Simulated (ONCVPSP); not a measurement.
Pseudopotential generation for hydrogen (H): ONCV, PBE, scalar-relativistic.

Input for ONCVPSP 4.0.1:

```
# ATOM AND REFERENCE CONFIGURATION
# atsym  z   nc   nv     iexc    psfile
  H 1.00    0    1        4      upf
#
#   n    l    f
    1    0    1.00
#
# PSEUDOPOTENTIAL AND OPTIMIZATION
# lmax
    1
#
#   l,   rc,      ep,       ncon, nbas, qcut
    0    0.85    0.00    3    7    8.90
    1    0.70    0.04    4    8   14.10
#
# LOCAL POTENTIAL
# lloc, lpopt,  rc(5),   dvloc0
    4    5    0.60    0.00
#
# VANDERBILT-KLEINMAN-BYLANDER PROJECTORs
# l, nproj, debl
    0    1    1.00
    1    3    3.40
#
# MODEL CORE CHARGE
# icmod, fcfact, rcfact
    0    0.00    0.00
#
# LOG DERIVATIVE ANALYSIS
# epsh1, epsh2, depsh
   -2.00    5.00    0.02
#
# OUTPUT GRID
# rlmax, drl
    6.00    0.01
#
# TEST CONFIGURATIONS
# ncnf
    1
# nvcnf
#   n    l    f
    1
    1    0    0.50
#
```

Command:

```bash
oncvpsp.x < H.dat > H.out
```

Output (shortened: citation, most of the input echo, consistency checks and plot data are left out):

```
ONCVPSP  (Optimized Norm-Conservinng Vanderbilt PSeudopotential)
scalar-relativistic version 4.0.1

#   n    l    f        energy (Ha)
    1    0    1.00    -2.3860194E-01

Reference configufation results
  iterations    22
  all-electron total energy (Ha)   -4.58934602D-01

Begin loop to  construct optimized pseudo wave functions
and semi-local pseudopoentials for all angular momenta

Calculating optimized projector #   1

 for l=   0

    Fraction of norm inside rc  0.222009
    Optimizing pswf for qcut=   8.89 a_B^-1,  ecut=  39.48 Ha
    Residual kinetic energy error=  1.71D-05 Ha

    Energy error per electron        Cutoff
         Ha          eV             Ha
         0.01000     0.27211        9.81
         0.00100     0.02721       21.41
         0.00010     0.00272       31.59
         0.00001     0.00027       51.66

   Wellstate for l =  1  n =  2
     eigenvalue =   0.0400
     asymptotic potential =   0.5400
     half-point radius = 20.9241

   Wellstate for l =  1  n =  3
     eigenvalue =   3.4400
     asymptotic potential =   3.9400
     half-point radius =  2.0620

   Wellstate for l =  1  n =  4
     eigenvalue =   6.8400
     asymptotic potential =   7.3400
     half-point radius =  2.0478

Calculating optimized projector #   1

 for l=   1

    Fraction of norm inside rc  0.000265
    Optimizing pswf for qcut=  14.11 a_B^-1,  ecut=  99.60 Ha
    Residual kinetic energy error=  2.38D-10 Ha

    Energy error per electron        Cutoff
         Ha          eV             Ha
         0.01000     0.27211        0.30
         0.00100     0.02721        1.03
         0.00010     0.00272        3.21
         0.00001     0.00027        8.89

Calculating optimized projector #   2

 for l=   1

    Fraction of norm inside rc  0.046962
    Optimizing pswf for qcut=  14.11 a_B^-1,  ecut=  99.60 Ha
    Residual kinetic energy error=  1.02D-07 Ha

    Energy error per electron        Cutoff
         Ha          eV             Ha
         0.01000     0.27211        8.69
         0.00100     0.02721       13.79
         0.00010     0.00272       34.44
         0.00001     0.00027       57.31

Calculating optimized projector #   3

 for l=   1

    Fraction of norm inside rc  0.055140
    Optimizing pswf for qcut=  14.11 a_B^-1,  ecut=  99.60 Ha
    Residual kinetic energy error=  3.48D-07 Ha

    Energy error per electron        Cutoff
         Ha          eV             Ha
         0.01000     0.27211       13.74
         0.00100     0.02721       19.25
         0.00010     0.00272       44.53
         0.00001     0.00027       68.15

Construct Vanderbilt / Kleinmman-Bylander projectors

B matrix Hermiticity error, ll=   1
   1   2    1.7983E-06
   1   3   -6.0379E-06
   2   3    5.5785E-05

  Orthonormal projector coefficients -6.8408E+00 -1.1844E+00 -1.6691E-01

Pseudoatom total energy   -0.458798

Diagnostic tests using Vanderbilt-Kleinman-Bylander pseudopotentials
  1 or more projectors used as specified by nproj input data

   l    rcore       rmatch      e in        delta e   norm test  slope test

   0   0.8532584   0.8791652  -0.2386019  -0.0000146   0.9999781   1.0002077

   1   0.7004018   0.7216675   0.0400000  -0.0061313   1.0001604   1.0001604
   1   0.7004018   0.7216675   3.4400000  -0.0069746   1.0002581   1.0002581
   1   0.7004018   0.7216675   6.8400000  -0.0080504   1.0004172   1.0004172

 Testing for bound ghosts
   n   l    E NL Schr. Eq   E Basis Diag.   E Cutoff

   1   0       -0.238617       -0.068999    171.30

 Testing for highly-localized positive-energy ghosts
       l    <radius>/rc     E Basis Diag.   E Cutoff

Test configuration 0

   n   l     f        eae           eps        diff
   1   0  1.0000   -0.23860194   -0.23861656   -1.46D-05

    Total energies and differences
      AE_ref= -4.58934602D-01  AE_tst= -4.58934602D-01  dif=  0.00D+00
      PS_ref= -4.58798199D-01  PS_tst= -4.58798199D-01  dif=  3.22D-15
      PSP excitation error= -3.22D-15

Test configuration 1

   n   l     f        eae           eps        diff
   1   0  0.5000   -0.46601318   -0.46593520    7.80D-05

    Total energies and differences
      AE_ref= -4.58934602D-01  AE_tst= -2.83946893D-01  dif=  1.75D-01
      PS_ref= -4.58798199D-01  PS_tst= -2.83819176D-01  dif=  1.75D-01
      PSP excitation error=  8.69D-06
```

The run took about 2.3 s on one core of a shared server CPU.
